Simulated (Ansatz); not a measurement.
A nudged elastic band was laid between two geometries of AlClFHO (5 atoms, charge 0, multiplicity 1).

Theory: Ansatz, RKS PBE0/def2-SVP.

| Quantity | Value |
| --- | --- |
| movable images | 7 |
| climbing image | yes |
| spring | 5.0 eV/Å² |
| optimiser | quadratic models (default) |
| start path | IDPP |
| force threshold | 0.05 eV/Å |
| iteration limit | 60 |
| end points | relaxed |

First end point:

```xyz
5
Properties=species:S:1:pos:R:3
O 0.449 1.205 -0.040
Al -0.058 -0.368 0.268
F 0.071 -0.943 1.809
Cl -0.841 -1.626 -1.195
H 0.429 1.658 -0.883
```

Last end point:

```xyz
5
Properties=species:S:1:pos:R:3
O 0.284 1.085 -0.592
Al -0.109 -0.400 0.092
F 0.133 -0.709 1.700
Cl -0.918 -1.889 -1.106
H 0.660 1.839 -0.135
```

Which bonds break or form, and what moves?

No bond is made or broken. The dihedral H5–O1–Al2–Cl4 changes from 0 to -180° by way of a nearly straight angle H5–O1–Al2 (up to 179°), not by a turn about the bond.

What energy profile does the band end with?

The forces met the threshold. The highest image is number 4 of 0 to 8, 1.9 kcal/mol above the first end and 2.0 kcal/mol above the last; the last end lies 0.2 kcal/mol below the first. A vibrational analysis at the climbing image gives one clearly imaginary mode, 349i cm⁻¹: a first-order saddle point.

| image | path coordinate (Å) | energy (kcal/mol) | angle H5–O1–Al2 (°) |
| --- | --- | --- | --- |
| 0 | 0.00 | 0.0 | 127 |
| 1 | 0.16 | 0.2 | 136 |
| 2 | 0.31 | 0.9 | 148 |
| 3 | 0.47 | 1.6 | 163 |
| 4 | 0.62 | 1.9 | 179 |
| 5 | 0.78 | 1.6 | 165 |
| 6 | 0.93 | 0.8 | 150 |
| 7 | 1.09 | 0.1 | 137 |
| 8 | 1.25 | -0.2 | 126 |

What is the geometry of the highest image?


```xyz
5
Properties=species:S:1:pos:R:3
O 0.341 1.083 -0.326
Al -0.092 -0.412 0.202
F 0.108 -0.835 1.788
Cl -0.894 -1.851 -1.067
H 0.587 1.941 -0.640
```

What are the harmonic wavenumbers there?

349i, 133, 197, 249, 271, 517, 857, 1029, 4165 cm⁻¹.

Run time: 59 s on 1 thread of Intel(R) Xeon(R) Platinum 8375C CPU @ 2.90GHz (Ice Lake), with other jobs on the host, peak memory 0.15 GiB.
